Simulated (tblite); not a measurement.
**Question.** Give a GFN2-xTB geometry of `O=C1C=C[C](C2CC2)C1` [radical]. (Doublet state.)

**Answer.** 
```
atom  x, y, z in Å
O1     2.801    1.650   -1.827
C2     2.149    0.890   -1.133
C3     2.615   -0.131   -0.232
C4     1.534   -0.763    0.361
C5     0.335   -0.233   -0.082
C6    -0.983   -0.664    0.337
C7    -2.133    0.321    0.451
C8    -2.148   -0.687   -0.639
C9     0.618    0.854   -1.063
H10    3.652   -0.352   -0.062
H11    1.611   -1.565    1.076
H12   -0.967   -1.462    1.070
H13   -2.805    0.197    1.286
H14   -1.936    1.351    0.197
H15   -1.961   -0.356   -1.649
H16   -2.828   -1.521   -0.570
H17    0.203    0.652   -2.052
H18    0.235    1.825   -0.744
```

Any rigid rotation of these coordinates is as good. Atoms count from 1 in this order. C5 (carbon bonded to 3 C) is planar (angles 125.6°, 125.4° and 109.0°, sum 360.0°, 0.00 Å off the plane of its three neighbours). The 3-membered ring C6–C7–C8 has internal angles of 58.5° to 60.8°. The 5-membered ring C2–C3–C4–C5–C9 has internal angles of 103.7° to 111.3°; it is planar, 0.00 Å rms from its mean plane, widest ring torsion 0°. Of the pairs four or more bonds apart, C9···H14 is among the closest relative to their van der Waals radii: 2.89 Å, 100 % of the sum of Bondi's values.

Bonds between heavy atoms (Å): O1=C2 1.218, C2–C3 1.439, C3=C4 1.386, C4–C5 1.384, C5–C6 1.449, C6–C7 1.518, C7–C8 1.485, C5–C9 1.492, C2–C9 1.533, C6–C8 1.519.

Structure optimised with GFN2-xTB, isolated species. This method treats the open shell by occupation alone, without spin polarisation.

Point group: Cs (every atom within 0.08 Å of its image). Its GFN2-xTB frequencies are all real (lowest 50 cm⁻¹). Torsions: C4–C5–C6–C7 146°. 2 starts were optimised and ended at 0.00 and 4.15 kcal/mol (GFN2-xTB); the lowest of these is shown.

One conformer stands for the species.

All values are computed, not measured.
